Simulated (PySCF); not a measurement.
CaCl, SMILES [Cl][Ca+], charge +1. Coordinates come from a PBE-D3(BJ)/def2-TZVPD optimisation. The spin state was assumed, not searched.

The numbers are results of PBE-D3(BJ)/def2-TZVPD run with PySCF, not measurements.

Harmonic wavenumbers (cm⁻¹): 447. Rotational constants (GHz): 4.999 (linear); symmetry number 1.

Task: Work out the zero-point energy and the ideal-gas rigid-rotor harmonic-oscillator thermochemistry at 298.15 K and 1 atm.

Result: ZPE = ½ Σ hcν = ½ × 447 cm⁻¹ = 2.67 kJ/mol. H − E(el) = 12.05 kJ/mol. Entropy in J/(mol K): translation 162.68, rotation 67.56, vibration 3.37, total 233.61. G − E(el) = -57.60 kJ/mol. Cp = 34.83 J/(mol K).
